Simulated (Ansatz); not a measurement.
Reaction (cleavage of the Si–Si bond): `[SiH3][SiH2][SiH2][SiH3]` + `NCF` → `FCN[SiH3]` + trisilane

Gas-phase electronic energies from Ansatz, PBE0-D4/def2-TZVP geometries. CBS: MP2 limit from def2 TZ/QZ plus the TZ coupled-cluster correction, frozen cores. Functionals use def2-TZVPP. B3LYP here is the variant with VWN-RPA as its local correlation; programs differ in this. HSE06 is defined as in plane-wave codes. One conformer a species, not always the lowest.

Is it downhill or uphill in electronic energy at CCSD(T)/CBS, and by how much? (Estimate.)

Computed: Downhill: ΔE = -30.4 kJ/mol.

What do these levels give: LDA (SPW92), B3LYP-D4, HSE06-D4, PBE-QIDH, PBE, r2SCAN0, CAM-B3LYP, HF/def2-TZVPP, CCSD/def2-TZVPP, CCSD(T)/def2-TZVPP, HF/def2-QZVPP, HF/CBS(def2)? (Best estimate.)

Ansatz gave: LDA (SPW92) -17.0, B3LYP-D4 -29.4, HSE06-D4 -15.7, PBE-QIDH -27.4, PBE -13.9, r2SCAN0 -27.0, CAM-B3LYP -39.2, HF/def2-TZVPP -49.4, CCSD/def2-TZVPP -34.0, CCSD(T)/def2-TZVPP -31.2, HF/def2-QZVPP -50.9, HF/CBS(def2) -51.1 kJ/mol.

Largest T1 diagnostic among the species: 0.014.

Leaving LDA and LC-ωPBE aside and taking each functional with its dispersion term where it has one, the values, not all of them listed here, spread over 24.7 kJ/mol, from CAM-B3LYP-D4 to PBE-D4. LDA lies −3.1 kJ/mol from PBE without D4. From PBE to PBE0 (25 % exact exchange), in def2-TZVPP and without D4, ΔE moves by −4.8 kJ/mol. The D4 term adds +4.3 kJ/mol with B3LYP and +2.8 kJ/mol with PBE0; it sums over pairs of atoms, weighted by their polarisabilities, and B3LYP, whose exchange is more repulsive, gets the larger term.
